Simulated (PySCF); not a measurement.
C3H12Si3, charge +1, doublet, geometry from GFN2-xTB (a state made from the parent by changing its charge; the spin is typed, not shown lowest), with bond 15-5 at 1.4 times its length; CASSCF(9,7)/STO-3G in PySCF.

PySCF was given this input:
```python
from pyscf import gto, scf, mcscf
import numpy

mol = gto.M(
    atom='''
C    -0.702211    1.238818   -1.076559
Si    1.082842    1.434083   -0.466217
C     1.879096   -0.295417   -0.154437
Si    0.741747   -1.447330    0.895291
C    -1.020692   -1.451563    0.194684
Si   -1.908548    0.268081    0.089206
H    -0.716244    0.772421   -2.060893
H    -1.178269    2.210886   -1.191033
H     1.887729    1.922647   -1.599586
H     1.134661    2.219214    0.764085
H     2.090948   -0.772037   -1.110052
H     2.836090   -0.172197    0.346091
H     1.332439   -2.768179    0.616896
H     0.753395   -1.001540    2.285937
H    -1.946976   -2.285356    1.071442
H    -1.034162   -1.913197   -0.791901
H    -1.958161    0.896973    1.407725
H    -3.227837    0.133443   -0.526250
''',
    basis='sto-3g',
    charge=1,
    spin=1,
    verbose=4,
)

mf = scf.ROHF(mol)
mf.kernel()
mc = mcscf.CASSCF(mf, 7, 9)
mc.fix_spin_(ss=0.75)
mc.kernel()
occ = numpy.linalg.eigvalsh(mc.fcisolver.make_rdm1(mc.ci, mc.ncas, mc.nelecas))[::-1]
ss = mc.fcisolver.spin_square(mc.ci, mc.ncas, mc.nelecas)[0]
print('natural occupations', occ.round(4), ' <S^2>', round(ss, 4))
```

Task: Predict the main parts of the log of this PySCF run.

Result: 
```
PySCF version 2.14.0

[INPUT] verbose = 4
[INPUT] num. atoms = 18
[INPUT] num. electrons = 71
[INPUT] charge = 1
[INPUT] spin (= nelec alpha-beta = 2S) = 1
[INPUT] symmetry False subgroup None
[INPUT] Mole.unit = angstrom
[INPUT] Symbol           X                Y                Z      unit          X                Y                Z       unit  Magmom
[...]
nuclear repulsion = 441.54010816891
number of shells = 36
number of NR pGTOs = 162
number of NR cGTOs = 54
basis = sto-3g
ecp = {}

******** <class 'pyscf.scf.rohf.ROHF'> ********
method = ROHF
initial guess = minao
damping factor = 0
level_shift factor = 0
DIIS = <class 'pyscf.scf.diis.CDIIS'>
diis_start_cycle = 1
diis_space = 8
diis_damp = 0
SCF conv_tol = 1e-09
SCF conv_tol_grad = None
SCF max_cycles = 50
direct_scf = True
direct_scf_tol = 1e-13
num. doubly occ = 35  num. singly occ = 1
Set gradient conv threshold to 3.16228e-05
init E= -975.661643133426
[...]
cycle= 1 E= -975.708932188798  delta_E= -0.0473  |g|= 0.227  |ddm|=  3.3
[...]
cycle= 2 E= -975.737082173987  delta_E= -0.0281  |g|= 0.0573  |ddm|= 0.341
[...]
cycle= 3 E= -975.739173947323  delta_E= -0.00209  |g|= 0.0197  |ddm|= 0.107
[...]
cycle= 4 E= -975.739431485485  delta_E= -0.000258  |g|= 0.00928  |ddm|= 0.0343
[...]
cycle= 5 E= -975.739546510508  delta_E= -0.000115  |g|= 0.00554  |ddm|= 0.0185
[...]
cycle= 6 E= -975.739772692941  delta_E= -0.000226  |g|= 0.00903  |ddm|= 0.0416
[...]
cycle= 7 E= -975.739628315437  delta_E= 0.000144  |g|= 0.00834  |ddm|= 0.0253
[...]
cycle= 8 E= -975.739554475086  delta_E= 7.38e-05  |g|= 0.00719  |ddm|= 0.0168
[...]
cycle= 9 E= -975.739458132835  delta_E= 9.63e-05  |g|= 0.00201  |ddm|= 0.0702
[...]
cycle= 10 E= -975.739468323241  delta_E= -1.02e-05  |g|= 0.00079  |ddm|= 0.0244
[...]
cycle= 11 E= -975.739471444089  delta_E= -3.12e-06  |g|= 0.000203  |ddm|= 0.00946
[...]
cycle= 12 E= -975.739471573352  delta_E= -1.29e-07  |g|= 0.000103  |ddm|= 0.000919
[...]
cycle= 13 E= -975.739471622706  delta_E= -4.94e-08  |g|= 6.32e-05  |ddm|= 0.000754
[...]
cycle= 14 E= -975.739471633124  delta_E= -1.04e-08  |g|= 3.91e-05  |ddm|= 0.00075
[...]
cycle= 15 E= -975.739471640762  delta_E= -7.64e-09  |g|= 2.29e-05  |ddm|= 0.000279
[...]
cycle= 16 E= -975.739471645393  delta_E= -4.63e-09  |g|= 1.42e-05  |ddm|= 0.000399
[...]
cycle= 17 E= -975.739471645812  delta_E= -4.19e-10  |g|= 3.68e-06  |ddm|= 0.000174
[...]
Extra cycle  E= -975.739471645846  delta_E= -3.43e-11  |g|= 2.39e-06  |ddm|= 1.2e-05
converged SCF energy = -975.739471645846

******** <class 'pyscf.mcscf.mc1step.CASSCF'> ********
CAS (5e+4e, 7o), ncore = 31, nvir = 16
max_cycle_macro = 50
max_cycle_micro = 4
conv_tol = 1e-07
conv_tol_grad = None
orbital rotation max_stepsize = 0.02
orbital rotation threshold for CI restart = 0.01
augmented hessian ah_max_cycle = 30
augmented hessian ah_conv_tol = 1e-12
augmented hessian ah_linear dependence = 1e-14
augmented hessian ah_level shift = 1e-08
augmented hessian ah_start_tol = 2.5
augmented hessian ah_start_cycle = 3
augmented hessian ah_grad_trust_region = 3
kf_trust_region = 3
kf_interval = 4
ci_response_space = 4
ci_grad_trust_region = 3
with_dep4 0
natorb = False
canonicalization = True
sorting_mo_energy = False
ao2mo_level = 2
internal_rotation = False
******** <class 'pyscf.fci.addons.SpinPenaltyFCISolver'> ********
max. cycles = 50
conv_tol = 1e-08
davidson only = True
linear dependence = 1e-12
level shift = 0.001
max iter space = 12
nroots = 1
pspace_size = 400
spin = None
CASCI E = -975.750933246537  S^2 = 0.7500000
Set conv_tol_grad to 0.000316228
macro iter   1 ( 21 JK    4 micro), CASSCF E = -975.773854669698  dE = -2.29214232e-02  S^2 = 0.7500000
               |grad[o]|=0.0284  |grad[c]|=0.0469  |ddm|=0.0679  |maxRot[o]|=0.266
macro iter   2 ( 21 JK    4 micro), CASSCF E = -975.788955021170  dE = -1.51003515e-02  S^2 = 0.7500000
               |grad[o]|=0.036  |grad[c]|=0.0534  |ddm|=0.0888  |maxRot[o]|=0.248
macro iter   3 ( 21 JK    4 micro), CASSCF E = -975.794863708652  dE = -5.90868748e-03  S^2 = 0.7500000
               |grad[o]|=0.0367  |grad[c]|=0.0149  |ddm|=0.073  |maxRot[o]|=0.247
macro iter   4 ( 21 JK    4 micro), CASSCF E = -975.796585155328  dE = -1.72144668e-03  S^2 = 0.7500000
               |grad[o]|=0.0337  |grad[c]|=0.0246  |ddm|=0.0488  |maxRot[o]|=0.237
macro iter   5 ( 17 JK    4 micro), CASSCF E = -975.797735932678  dE = -1.15077735e-03  S^2 = 0.7500000
               |grad[o]|=0.0359  |grad[c]|=0.0144  |ddm|=0.0451  |maxRot[o]|=0.115
macro iter   6 ( 21 JK    4 micro), CASSCF E = -975.799596722917  dE = -1.86079024e-03  S^2 = 0.7500000
               |grad[o]|=0.0333  |grad[c]|=0.0142  |ddm|=0.076  |maxRot[o]|=0.0492
macro iter   7 ( 21 JK    4 micro), CASSCF E = -975.801615086388  dE = -2.01836347e-03  S^2 = 0.7500000
               |grad[o]|=0.0408  |grad[c]|=0.0201  |ddm|=0.0715  |maxRot[o]|= 0.06
macro iter   8 ( 21 JK    4 micro), CASSCF E = -975.802954562609  dE = -1.33947622e-03  S^2 = 0.7500000
               |grad[o]|=0.0456  |grad[c]|=0.0133  |ddm|=0.0515  |maxRot[o]|=0.0395
macro iter   9 ( 21 JK    4 micro), CASSCF E = -975.803864071113  dE = -9.09508504e-04  S^2 = 0.7500000
               |grad[o]|=0.0481  |grad[c]|=0.0122  |ddm|=0.0388  |maxRot[o]|=0.0585
macro iter  10 ( 21 JK    4 micro), CASSCF E = -975.804484712659  dE = -6.20641546e-04  S^2 = 0.7500000
               |grad[o]|=0.0473  |grad[c]|=0.0117  |ddm|=0.0325  |maxRot[o]|=0.0461
macro iter  11 ( 21 JK    4 micro), CASSCF E = -975.804955412716  dE = -4.70700057e-04  S^2 = 0.7500000
               |grad[o]|=0.0452  |grad[c]|=0.0112  |ddm|=0.0287  |maxRot[o]|=0.0352
macro iter  12 ( 21 JK    4 micro), CASSCF E = -975.805340516201  dE = -3.85103485e-04  S^2 = 0.7500000
               |grad[o]|=0.0425  |grad[c]|=0.0108  |ddm|=0.0262  |maxRot[o]|=0.0264
macro iter  13 ( 21 JK    4 micro), CASSCF E = -975.805665647744  dE = -3.25131543e-04  S^2 = 0.7500000
               |grad[o]|=0.0393  |grad[c]|=0.0103  |ddm|=0.0241  |maxRot[o]|=0.0208
[...]
macro iter  22 ( 21 JK    4 micro), CASSCF E = -975.806824373941  dE = -1.42451364e-05  S^2 = 0.7500000
               |grad[o]|=0.0111  |grad[c]|=0.0025  |ddm|=0.00116  |maxRot[o]|=0.00427
macro iter  23 ( 21 JK    4 micro), CASSCF E = -975.806842969192  dE = -1.85952509e-05  S^2 = 0.7500000
               |grad[o]|=0.0107  |grad[c]|=0.00492  |ddm|=0.00223  |maxRot[o]|=0.00561
macro iter  24 (  7 JK    2 micro), CASSCF E = -975.806892457111  dE = -4.94879191e-05  S^2 = 0.7500000
               |grad[o]|=0.0101  |grad[c]|=0.00432  |ddm|=0.00162  |maxRot[o]|=0.0518
macro iter  25 (  7 JK    2 micro), CASSCF E = -975.806962907848  dE = -7.04507373e-05  S^2 = 0.7500000
               |grad[o]|=0.0112  |grad[c]|=0.00334  |ddm|=0.00271  |maxRot[o]|=0.0602
macro iter  26 ( 17 JK    4 micro), CASSCF E = -975.807090297990  dE = -1.27390142e-04  S^2 = 0.7500000
               |grad[o]|=0.0126  |grad[c]|=0.00702  |ddm|=0.00855  |maxRot[o]|=0.0648
macro iter  27 (  7 JK    2 micro), CASSCF E = -975.807211766538  dE = -1.21468548e-04  S^2 = 0.7500000
               |grad[o]|=0.0115  |grad[c]|=0.00968  |ddm|=0.00803  |maxRot[o]|=0.0672
macro iter  28 ( 15 JK    4 micro), CASSCF E = -975.807061800081  dE =  1.49966458e-04  S^2 = 0.7500000
               |grad[o]|=0.00891  |grad[c]|=0.0275  |ddm|=0.00394  |maxRot[o]|=0.108
macro iter  29 ( 21 JK    4 micro), CASSCF E = -975.807081771228  dE = -1.99711471e-05  S^2 = 0.7500000
               |grad[o]|=0.00648  |grad[c]|=0.00234  |ddm|=0.00125  |maxRot[o]|=0.0102
macro iter  30 ( 21 JK    4 micro), CASSCF E = -975.807087187623  dE = -5.41639497e-06  S^2 = 0.7500000
               |grad[o]|=0.00557  |grad[c]|=0.00359  |ddm|=0.00219  |maxRot[o]|= 0.02
macro iter  31 (  7 JK    2 micro), CASSCF E = -975.807148204380  dE = -6.10167577e-05  S^2 = 0.7500000
               |grad[o]|=0.00443  |grad[c]|=0.000884  |ddm|=0.0013  |maxRot[o]|=0.0515
macro iter  32 (  7 JK    2 micro), CASSCF E = -975.807212789265  dE = -6.45848851e-05  S^2 = 0.7500000
               |grad[o]|=0.00441  |grad[c]|=0.00222  |ddm|=0.00197  |maxRot[o]|= 0.06
macro iter  33 ( 15 JK    4 micro), CASSCF E = -975.807087327779  dE =  1.25461487e-04  S^2 = 0.7500000
               |grad[o]|=0.00369  |grad[c]|=0.013  |ddm|=0.00154  |maxRot[o]|=0.102
macro iter  34 ( 21 JK    4 micro), CASSCF E = -975.807096174239  dE = -8.84645988e-06  S^2 = 0.7500000
               |grad[o]|=0.00269  |grad[c]|=0.00211  |ddm|=0.000424  |maxRot[o]|=0.00711
macro iter  35 (  7 JK    2 micro), CASSCF E = -975.807142835073  dE = -4.66608345e-05  S^2 = 0.7500000
               |grad[o]|=0.00233  |grad[c]|=0.000516  |ddm|=0.000477  |maxRot[o]|=0.0369
macro iter  36 (  7 JK    2 micro), CASSCF E = -975.807203295941  dE = -6.04608680e-05  S^2 = 0.7500000
               |grad[o]|=0.00218  |grad[c]|=0.0008  |ddm|=0.000956  |maxRot[o]|=0.0508
macro iter  37 (  7 JK    2 micro), CASSCF E = -975.807246596530  dE = -4.33005891e-05  S^2 = 0.7500000
               |grad[o]|=0.00175  |grad[c]|=0.00283  |ddm|=0.00128  |maxRot[o]|=0.056
macro iter  38 ( 12 JK    3 micro), CASSCF E = -975.807187452255  dE =  5.91442756e-05  S^2 = 0.7500000
               |grad[o]|=0.00131  |grad[c]|=0.00618  |ddm|=0.001  |maxRot[o]|=0.0446
macro iter  39 ( 17 JK    4 micro), CASSCF E = -975.807220513160  dE = -3.30609049e-05  S^2 = 0.7500000
               |grad[o]|=0.00162  |grad[c]|=0.00198  |ddm|=0.000453  |maxRot[o]|=0.017
macro iter  40 (  7 JK    2 micro), CASSCF E = -975.807257858519  dE = -3.73453588e-05  S^2 = 0.7500000
               |grad[o]|=0.000828  |grad[c]|=0.00571  |ddm|=0.0013  |maxRot[o]|=0.0367
macro iter  41 ( 12 JK    3 micro), CASSCF E = -975.807235014823  dE =  2.28436952e-05  S^2 = 0.7500000
               |grad[o]|=0.000539  |grad[c]|=0.00321  |ddm|=0.000661  |maxRot[o]|=0.0317
macro iter  42 ( 21 JK    4 micro), CASSCF E = -975.807240775723  dE = -5.76090008e-06  S^2 = 0.7500000
               |grad[o]|=0.00149  |grad[c]|=0.00102  |ddm|=0.000319  |maxRot[o]|=0.0102
macro iter  43 (  7 JK    2 micro), CASSCF E = -975.807262684650  dE = -2.19089264e-05  S^2 = 0.7500000
               |grad[o]|=0.000511  |grad[c]|=0.00188  |ddm|=0.000832  |maxRot[o]|=0.0317
macro iter  44 (  5 JK    1 micro), CASSCF E = -975.807269763056  dE = -7.07840604e-06  S^2 = 0.7500000
               |grad[o]|=0.00048  |grad[c]|=0.00179  |ddm|=0.000416  |maxRot[o]|=0.0228
macro iter  45 ( 12 JK    3 micro), CASSCF E = -975.807282545233  dE = -1.27821769e-05  S^2 = 0.7500000
               |grad[o]|=0.00107  |grad[c]|= 0.02  |ddm|=0.00483  |maxRot[o]|=0.0849
macro iter  46 ( 17 JK    4 micro), CASSCF E = -975.807275239887  dE =  7.30534543e-06  S^2 = 0.7500000
               |grad[o]|=0.00154  |grad[c]|=0.00445  |ddm|=0.00116  |maxRot[o]|=0.0385
macro iter  47 ( 21 JK    4 micro), CASSCF E = -975.807302538887  dE = -2.72990001e-05  S^2 = 0.7500000
               |grad[o]|=0.0011  |grad[c]|=0.00423  |ddm|=0.00225  |maxRot[o]|=0.0867
macro iter  48 ( 21 JK    4 micro), CASSCF E = -975.807292619605  dE =  9.91928243e-06  S^2 = 0.7500000
               |grad[o]|=0.000857  |grad[c]|=0.00378  |ddm|=0.00287  |maxRot[o]|=0.0787
macro iter  49 ( 21 JK    4 micro), CASSCF E = -975.807310583808  dE = -1.79642032e-05  S^2 = 0.7500000
               |grad[o]|=0.00203  |grad[c]|=0.00183  |ddm|=0.000344  |maxRot[o]|=0.0417
macro iter  50 ( 12 JK    3 micro), CASSCF E = -975.807318620325  dE = -8.03651631e-06  S^2 = 0.7500000
               |grad[o]|=0.0015  |grad[c]|=0.00401  |ddm|=0.00132  |maxRot[o]|=0.0512
1-step CASSCF not converged,  50 macro (826 JK 173 micro) steps
CASSCF canonicalization
Density matrix diagonal elements [1.99319085 1.94963889 1.94115017 1.71255898 1.29505282 0.08267586
 0.02573244]
CASSCF energy = -975.807318620325
CASCI E = -975.807318620325  E(CI) = -16.6809094027836  S^2 = 0.7500000
natural occupations [1.9995 1.999  1.9759 1.9189 0.9999 0.0819 0.0249]  <S^2> 0.75
```

Convergence was not reached.
